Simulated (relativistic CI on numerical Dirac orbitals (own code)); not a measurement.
## Be: q coefficients

These numbers are calculated, not measured: Dirac-Coulomb-Breit CI, separate exchange-only KLI orbitals for each configuration, valence Slater integrals scaled by 0.85, P86 correlation energy added to each configuration, derivatives by finite differences, QED left out (own radial code, finite nucleus).

Configurations in the expansion (outside the closed core 1s2): 2s2, 2s 2p, 2s 3s, 2p2, 2s 3p, 2s 3d, 2p 3s, 2p 3p. Levels of other configurations are missing.

With x = (α/α₀)² − 1 an excitation energy changes as ω = ω₀ + qx; K = 2q/ω₀ is the relative enhancement. Terms are leading LS components, so labels can repeat.

Lowest level 2s2 1S_0.

```csv
Level,ω₀ (cm⁻¹),q (cm⁻¹),K
2s 2p 3P°_0,21642.5,11.23,0.00104
2s 2p 3P°_1,21642.7,11.43,0.00106
2s 2p 3P°_2,21644.4,13.09,0.00121
2s 2p 1P°_1,45042.0,10.2,0.000453
2s 3s 3S_1,52094.0,4.789,0.000184
2s 3s 1S_0,54623.1,5.623,0.000206
2s 3p 3P°_0,59325.0,6.673,0.000225
2s 3p 3P°_1,59325.2,6.903,0.000233
2s 3p 3P°_2,59325.8,7.493,0.000253
2s 3d 1D_2,59627.9,14.39,0.000483
2p2 3P_0,59942.3,27.11,0.000905
2p2 3P_1,59943.4,28.2,0.000941
2p2 3P_2,59944.5,29.33,0.000979
```

Correlation outside the listed configurations is missing or only estimated: errors of thousands of cm⁻¹ between configurations and terms are usual at this charge. Rates and lifetimes follow the computed energies and can be off by large factors. The fine structure of a lone outer electron comes out too small, for d and f at times inverted, and misplaced configurations move strength between like terms.
